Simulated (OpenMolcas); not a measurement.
Sn²⁺: terms and fine structure

```json
{"Program": "OpenMolcas", "Method": "SS-CASPT2, IPEA 0.25 Eh, imaginary shift 0.1 Eh (closed shells correlated: 4d)", "Basis": "ANO-RCC-VTZP [7s6p4d2f1g]", "Scalar Hamiltonian": "DKH2, point nucleus", "Active space": "2 electrons in 8 orbitals (5s 5p 6s 6p)", "State averaging": "2S+1 = 3 even, 3 roots; 2S+1 = 1 even, 7 roots; 2S+1 = 3 odd, 3 roots; 2S+1 = 1 odd, 3 roots", "Spin-orbit coupling": "RASSI with atomic mean-field integrals over the reference wave functions, term energies averaged over their components"}
```

With spin-orbit coupling, above the lowest level:

| Configuration | Term | J | E (cm⁻¹) | Measured (cm⁻¹) | g | Term weight % | Second |
| --- | --- | --- | --- | --- | --- | --- | --- |
| 5s² | ¹S | 0 | 0.0 | 0.0 |  | 100 |  |
| 5s 5p | ³P° | 0 | 53150 | 53548 |  | 100 |  |
| 5s 5p | ³P° | 1 | 54570 | 55196 | 1.498 | 99 |  |
| 5s 5p | ³P° | 2 | 57880 | 59229 | 1.501 | 100 |  |
| 5s 5p | ¹P° | 1 | 78340 | 79911 | 1.003 | 99 |  |
| 5p² | ³P | 0 | 128180 | 127308 |  | 100 |  |
| 5p² | ³P | 1 | 129680 | 130120 | 1.501 | 100 |  |
| 5p² | ¹D | 2 | 130380 |  | 1.230 | 54 | 46 ³P |
| 5p² | ³P | 2 | 134670 |  | 1.271 | 54 | 46 ¹D |

Against the 6 measured excited levels shown (Moore, Atomic Energy Levels, vol. III, NSRDS-NBS 35 (1971 reprint of NBS Circular 467, 1958)) the mean absolute deviation is 880 cm-1; the largest miss in energy is 5s 5p ¹P°₁: computed 78340, measured 79911 cm⁻¹ (-2.0 %).

Spin-orbit coupling puts the lowest level 8.4 cm⁻¹ below the lowest spin-free term.

CASPT2 breaks the degeneracy within a term, and the mean is taken; among the terms shown or strongly mixed into the levels shown the widest spread is 82 cm-1 (5p² ¹D). Over all roots computed the reference weight is 0.87 to 0.94; the roots of lowest weight are the least certain, and an intruder state may touch them. The run also gave levels led by 5s 6s, which use shells meant for correlation; these and all levels above them are left out. The ¹D term of p² mixes with s d, which this space lacks. Computed and measured levels are paired by configuration, term and J; levels that our copy of the source lacks, or whose pairing is in doubt (as where it misses far off the trend of its configuration), stay unpaired and out of the deviations. Levels of configurations outside the active space are missing. The first state left out of the spin-orbit step lies near 180000 cm-1 above the lowest spin-free state of the reference (among the parities and spins computed), and the list stops at four fifths of that energy or lower.

The term weight is that of the spin-free term in the level, not the purity of its configuration. ° marks odd parity.
